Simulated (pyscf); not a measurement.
TeH₂ + Cl–Ge:–Cl [singlet] -> Cl–GeH(Cl)–TeH, gas phase, singlet surface. PySCF, gas phase, ωB97X-D3(BJ)/def2-SVP geometries. ΔG in kcal/mol from ωB97M-D3(BJ)/def2-TZVP energies (ideal gas, 1 atm, RRHO with modes under 100 cm⁻¹ raised to 100, one conformer, R ln 2 for chiral ones without a mode under 150 cm⁻¹).

```json
[
 {"T (K)": "298", "ΔG": "-9.7"},
 {"T (K)": "600", "ΔG": "+0.8"},
 {"T (K)": "900", "ΔG": "?"},
 {"T (K)": "1200", "ΔG": "+20.2"}
]
```

**Question.** Fit a line to the three values, predict ΔG at 900 K, and estimate where the reaction turns unfavourable at 1 atm of each gas.

**Answer.** Least squares gives ΔG = -19.3 + 33.0 × T/1000 K, so ΔS is about -138 J/(mol K) and ΔH about -19.3 kcal/mol over this range (ΔH at 298 K: -20.3). At 900 K the line gives +10.4; the computed value is +10.7. ΔG = 0 falls near 580 K; 1 kcal/mol in the energy moves that by 30 K. This is thermodynamics alone and says nothing of the barrier. Elements up to Kr have no core potential and no relativistic terms here. Elements past Kr carry the def2 core potentials, without spin-orbit coupling.
